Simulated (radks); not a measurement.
Neutral strontium inside a hard spherical wall (all orbitals vanish at R), configuration held at [Kr] 5s2 and not refilled when levels cross. All-electron calculation, scalar-relativistic Kohn-Sham, LDA (Slater exchange, VWN5 correlation), spin-polarised, spherical densities, finite nucleus; Fermi nuclear charge, rms radius 4.224 fm. Program: a radial shooting solver on a logarithmic mesh with Libxc functionals. Eigenvalues in eV for spin up, with the zero of energy where the potential of the charges vanishes at infinity; a dash marks a level that is unbound or too diffuse for the functional's potential to be trusted. A positive occupied level is held by the wall or, in an anion where self-interaction has pushed it up, behind a barrier. The pressure on the wall is -dE/dV.

R (bohr),E (hartree),kinetic (hartree),e(3d),e(4s),e(4p),e(5s),"e(4d, empty)","e(5p, empty)",pressure (GPa)
free,-3175.79968,3255.603,-128.24,-40.924,-22.865,-3.640,-1.403,-1.317,0
15,-3175.79966,3255.603,-128.23,-40.920,-22.862,-3.637,-1.399,-1.303,0.000251
10,-3175.79645,3255.629,-128.02,-40.715,-22.661,-3.478,-1.207,-0.943,0.0711
7,-3175.74937,3255.868,-126.70,-39.463,-21.447,-2.190,-0.007,1.201,2.16
6,-3175.67502,3256.165,-125.51,-38.380,-20.410,-0.635,1.152,3.551,7.45
5,-3175.47807,3256.872,-123.41,-36.552,-18.676,2.908,3.350,8.584,29.8
3.5,-3174.08409,3261.716,-114.03,-29.401,-11.625,23.079,13.263,34.025,426
2.5,-3168.22694,3280.351,-90.094,-11.062,8.657,87.039,40.746,105.46,4820
2,-3156.85856,3312.353,-62.040,17.375,41.079,185.87,81.529,209.45,22000
1.5,-3118.92252,3410.019,-4.471,106.02,138.59,453.05,191.08,479.41,146000
